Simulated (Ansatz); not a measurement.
Geometry optimisation, RKS PBE/def2-SVP in Ansatz 0.2.0.

Input:

```yaml
crystal:
  periodic: [false, false, false]
  atoms:
    - { symbol: Sn, position_ang: [-0.8188, -0.9794, 0.2978] }
    - { symbol: C, position_ang: [0.2793, 0.8837, -0.9843] }
    - { symbol: H, position_ang: [-0.1617, -1.896, -0.9914] }
    - { symbol: H, position_ang: [-1.2575, -2.2568, 1.449] }
    - { symbol: H, position_ang: [-2.3236, -0.2312, -0.0113] }
    - { symbol: H, position_ang: [0.4848, 1.0489, 0.3757] }
    - { symbol: Se, position_ang: [0.8546, 0.5747, 2.2819] }
    - { symbol: H, position_ang: [0.9553, 0.1657, -1.4288] }
    - { symbol: H, position_ang: [0.679, 1.8587, -1.2704] }
    - { symbol: H, position_ang: [-0.7101, 0.8747, -1.4237] }
    - { symbol: H, position_ang: [2.0187, -0.0428, 1.7054] }
basis:
  gaussian: { orbitals: def2-SVP }
hamiltonian:
  xc: pbe
relax:
  f_tol: 0.15
  max_steps: 25
  restrain:
    - { distance: [0, 6], at: 3.89, k: 30.0 }
    - { distance: [5, 1], at: 2.37, k: 30.0 }
    - { distance: [0, 1], at: 2.15, k: 30.0 }
    - { distance: [5, 6], at: 1.51, k: 30.0 }
output:
  orbitals: {}
```

Run as:

```bash
$ ansatz run input.yaml --threads 2 --pin off --max-ram 3072MiB --backend cpu --events-out ev --progress --plain --runs-dir out
```

**Question.** Where does it end, and by what steps?

**Answer.** It converged. The restraints hold the end off the free minimum. After 15 steps the energy has fallen by 1.426 eV (the restraints' own energy left out); H4 moved furthest, 1.52 Å. Parted: Sn1–Se7. Joined: H6–Se7.

```json
{"step": "0", "energy less start (eV)": "0.0000", "largest force component (eV/Å)": "2.614", "accepted": "yes"}
{"step": "1", "energy less start (eV)": "0.8577", "largest force component (eV/Å)": "2.436", "accepted": "yes"}
{"step": "2", "energy less start (eV)": "1.2024", "largest force component (eV/Å)": "2.836", "accepted": "yes"}
{"step": "3", "energy less start (eV)": "1.1424", "largest force component (eV/Å)": "3.030", "accepted": "yes"}
{"step": "4", "energy less start (eV)": "0.1809", "largest force component (eV/Å)": "2.420", "accepted": "yes"}
{"step": "5", "energy less start (eV)": "-0.4822", "largest force component (eV/Å)": "1.628", "accepted": "yes"}
{"step": "6", "energy less start (eV)": "-0.8745", "largest force component (eV/Å)": "1.055", "accepted": "yes"}
{"step": "7", "energy less start (eV)": "-1.0916", "largest force component (eV/Å)": "0.858", "accepted": "yes"}
{"step": "8", "energy less start (eV)": "-1.2225", "largest force component (eV/Å)": "0.512", "accepted": "yes"}
{"step": "9", "energy less start (eV)": "-1.2898", "largest force component (eV/Å)": "0.505", "accepted": "yes"}
{"step": "10", "energy less start (eV)": "-1.3307", "largest force component (eV/Å)": "0.530", "accepted": "yes"}
{"step": "11", "energy less start (eV)": "-1.3645", "largest force component (eV/Å)": "0.495", "accepted": "yes"}
{"step": "12", "energy less start (eV)": "-1.3887", "largest force component (eV/Å)": "0.492", "accepted": "yes"}
{"step": "13", "energy less start (eV)": "-1.3996", "largest force component (eV/Å)": "0.510", "accepted": "yes"}
{"step": "14", "energy less start (eV)": "-1.4023", "largest force component (eV/Å)": "0.607", "accepted": "yes"}
{"step": "15", "energy less start (eV)": "-1.4258", "largest force component (eV/Å)": "0.467", "accepted": "yes"}
```

```xyz
11
Properties=species:S:1:pos:R:3
Sn -0.954 -1.025 -0.262
C 0.134 0.583 -1.207
H -1.538 -2.079 -1.507
H 0.071 -1.948 0.775
H -2.304 -0.412 0.619
H 1.013 1.212 0.910
Se 0.882 1.141 2.404
H 1.224 0.450 -1.088
H -0.171 1.562 -0.792
H -0.090 0.589 -2.290
H 1.733 -0.074 2.437
```

Whether the end is a true minimum wasn't checked by a vibrational analysis.

The run took 37 s on 2 threads of Arm Neoverse V1, on a shared host, peak memory 0.15 GiB.
